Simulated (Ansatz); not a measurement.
ClF₂HO₂W (`[O]=[W]([OH])([F])([F])[Cl]`), relaxed with RKS PBE-D4/def2-SVP in Ansatz 0.2.0 from a rough embedded geometry. The force threshold is 0.03 eV/Å; the program also tests the step.

Charge 0, multiplicity 1. W: def2 effective core potential.

Start:

```xyz
7

O     1.830    0.140   -0.998
W     0.256    0.113   -0.115
O    -1.476   -0.807    1.174
F     1.423   -0.477    1.416
F     0.534    1.983    0.549
Cl   -0.365    0.214   -2.588
H    -2.202   -1.167    0.562
```

```csv
step,energy (eV),largest force (eV/Å),largest move (Å)
1,-23870.6598,4.900,0.000
2,-23872.5452,2.309,0.195
3,-23873.5717,1.496,0.195
4,-23874.2201,0.996,0.195
5,-23874.4652,0.363,0.197
6,-23874.5685,0.481,0.141
7,-23874.7495,0.939,0.194
8,-23874.9495,0.831,0.195
9,-23875.1032,0.742,0.196
10,-23875.1674,0.448,0.198
11,-23875.1778,0.267,0.154
12,-23875.1899,0.147,0.057
13,-23875.1917,0.094,0.029
14,-23875.1934,0.057,0.027
15,-23875.1937,0.041,0.007
16,-23875.1940,0.036,0.011
17,-23875.1943,0.027,0.012
```

End:

```xyz
7

O     1.480   -0.686   -0.817
W     0.323    0.218    0.038
O    -1.010   -1.015    0.539
F     0.846    0.228    1.844
F     0.973    1.991    0.028
Cl   -1.087    0.937   -1.670
H    -1.526   -1.673    0.039
```

It took 23 s on 4 threads of an Arm Neoverse V2 on a shared host, with 0.17 GiB of host memory at the peak.
